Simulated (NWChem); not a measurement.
System: BeHSF; SMILES [F][Be][SH]

```xyz
4

Be     0.0011    -0.6276     0.0000
F     -0.0627    -2.0023     0.0000
S      0.1291     1.2782     0.0000
H     -1.2136     1.4497     0.0000
```
Atoms are numbered in this order, from 1.

Level: B3LYP/6-31G* (spherical d) (NWChem); excitation at 532 nm, off resonance, unscaled harmonic frequencies. All runs use the structure optimised with B3LYP/6-31G* (spherical d).

Give the Raman lines with relative activities.


```csv
wavenumber (cm⁻¹),relative intensity
236,0.9
276,5.8
484,6.4
662,4.7
2661,100
```
